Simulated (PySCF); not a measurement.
# Worked example: chemical shift, span and skew from a shielding tensor

AlCl2H3O2Si, SMILES [OH][Al]([OH])[SiH](Cl)Cl. Atoms are numbered in the order given.

```xyz
9

Si    -0.8388    -0.4551    -0.1521
Cl    -1.5110    -0.0784     1.7939
Cl    -1.5289     1.0796    -1.4025
Al     1.5842    -0.3213    -0.1392
O      2.4405    -1.7519     0.1719
O      2.4213     1.1358    -0.3927
H     -1.5129    -1.7016    -0.6012
H      3.3953    -1.8414     0.2483
H      2.0499     1.9989    -0.5953
```

Geometry optimised at B3LYP-D3(BJ)/def2-SVP. The structure was generated by enumeration; whether it is a known compound was not checked. One conformer was computed; it need not be the lowest.

GIAO shieldings from PBE/pcSseg-1 (PySCF), non-relativistic, no solvent. The symmetric part of the tensor of Si1 has the principal values 254.9, 323.7, 336.3 ppm. The same nucleus in TMS has σ = 335.4 ppm at this level (PySCF, at its B3LYP-D3(BJ)/def2-TZVP geometry). Without spin–orbit terms, shifts of atoms bonded to Cl or Br come out too high.

Q: Work out the isotropic shielding, the ²⁹Si shift against TMS, the span and the skew.

A: 
σ(iso) = (σ11 + σ22 + σ33)/3 = 305.0 ppm. δ = σ(ref) − σ(iso) = 335.4 − (305.0) = 30.4 ppm.
Span Ω = σ33 − σ11 = 81.4 ppm. Skew κ = 3(σ(iso) − σ22)/Ω = -0.69. Tumbling in solution averages the tensor to δ; in a static solid the shielding alone would spread this spin-1/2 line over Ω.
